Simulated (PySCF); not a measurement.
**Löwdin shares of the frontier orbitals**

C8H12.
Geometry (PBE0-D3(BJ)/def2-SVP, Å), atoms numbered from 1 in this order:
```xyz
20
C8H12 angstrom
C     -0.5001   -0.7790    2.1543
C     -0.2322   -0.4919    0.8680
C      1.1539   -0.4408    0.3978
C      1.5504   -0.1160   -0.8430
C      2.9689   -0.0748   -1.2981
C     -1.3104   -0.2255   -0.1288
C     -2.6586    0.2933    0.2635
C     -1.7018    1.1909   -0.4619
H     -1.5247   -0.8455    2.5260
H      0.3065   -0.9611    2.8697
H      1.9175   -0.6944    1.1435
H      0.7892    0.1482   -1.5862
H      3.1378   -0.7650   -2.1423
H      3.2420    0.9302   -1.6626
H      3.6652   -0.3465   -0.4910
H     -1.2940   -0.9141   -0.9820
H     -2.8472    0.5025    1.3192
H     -3.5275   -0.0874   -0.2790
H     -1.2198    1.9849    0.1149
H     -1.9028    1.4459   -1.5059
```

The calculation used TDDFT B3LYP/def2-SVPD, vertical, gas phase, core orbitals frozen in the response (PySCF 2.14.0, density-fitted response routines).

Frontier orbitals with the atoms that hold most of them (Löwdin shares over 4%, at most four atoms; ? is withheld):

| orbital | ε (eV) | atoms |
| --- | --- | --- |
| HOMO-3 | -8.97 | C2 19%, C6 17%, C3 11%, C1 10% |
| HOMO-2 | -8.19 | C7 36%, C6 23%, C8 15%, C2 5% |
| HOMO-1 | -7.72 | ? |
| HOMO | ? | ? |
| LUMO | -0.83 | C1 25%, C4 21%, C2 17%, C3 13% |
| LUMO+1 | 0.61 | C5 16%, C4 10%, C8 9%, H20 7% |
| LUMO+2 | 0.89 | C5 17%, C7 14%, H18 10%, H14 7% |

Question: Give the leading atoms of the HOMO-1.

Answer: C8 (bonded to 2 C and 2 H) 23%; C6 (bonded to 3 C and H) 17%; C3 (bonded to 2 C and H) 14%; C2 (bonded to 3 C) 9%.

Question: Give the leading atoms of the HOMO.

Answer: C1 (bonded to C and 2 H) 25%; C4 (bonded to 2 C and H) 21%; C3 (bonded to 2 C and H) 17%; C2 (bonded to 3 C) 17%.

Question: What is the HOMO energy, and the HOMO–LUMO gap?

Answer: ε(HOMO) = -6.18 eV; the gap is 5.35 eV (0.1966 hartree).

Question: How does S1 compare with the orbital gap of 5.35 eV?

Answer: S1 is at 5.44 eV (f = 0.561), 0.09 eV above the gap, made of HOMO→LUMO (95%). Without the coupling terms of the response equations the lowest excitation would equal the gap.

Question: One configuration dominates each of S1, S2 and S3. Which, and how do the shares of the two leading atoms of either orbital change from the occupied to the empty one?

Answer: 
- S1 (5.44 eV, f 0.561), HOMO→LUMO (95%): C1 25% → 25%, C4 21% → 21%
- S2 (5.99 eV, f 0.0004), HOMO→LUMO+1 (86%): C1 25% → at most 7%, C4 21% → 10%, C5 at most 17% → 16%
- S3 (6.07 eV, f 0.023), HOMO-1→LUMO (74%): C8 23% → at most 14%, C6 17% → at most 14%, C1 at most 10% → 25%, C4 at most 10% → 21%

Löwdin shares depend on the basis, the more so with diffuse functions.

One conformer stands for the species.
